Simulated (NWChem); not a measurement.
System: AlSiNH₆O₅; SMILES [OH][Al]([OH])[NH][Si](O)(O)O

The following NWChem deck was run.

```
start job
memory heap 200 mb stack 900 mb global 1100 mb
geometry units angstroms noautoz
  Si     0.012534     1.267239     0.054320
  O      1.550467     0.766791    -0.432633
  O     -0.587551     2.207552    -1.190607
  O      0.019072     2.316489     1.361881
  N     -0.794304    -0.212531     0.390902
  Al    -0.198971    -1.863235    -0.044688
  O     -1.290365    -3.157705     0.225192
  O      1.386861    -2.077950    -0.660764
  H      1.960816     1.405143    -1.042858
  H     -0.963022     3.050179    -0.881838
  H      0.166586     1.874250     2.215598
  H     -1.737586    -0.129067     0.783722
  H     -1.040030    -4.071049     0.017866
  H      1.834082    -1.206387    -0.719282
end
basis spherical
  * library cc-pvtz
end
dft
  xc xpbe96 cpbe96
  iterations 150
  semidirect filesize 400000000
  mulliken
end
task dft energy
```

Structure relaxed at the PBE-D3(BJ)/def2-SVP level. Not confirmed as a minimum by frequencies.

Predict the main results of this run. (PBE/cc-pVTZ.) Quantities: basis functions; energy (Ha); highest occupied level (eV); orbital gap (eV); dipole (D).


* **number of basis functions**: 332
* **energy (Ha)**: -966.21
* **highest occupied level (eV)**: -6.39
* **orbital gap (eV)**: 5.22
* **dipole (D)**: 1.83
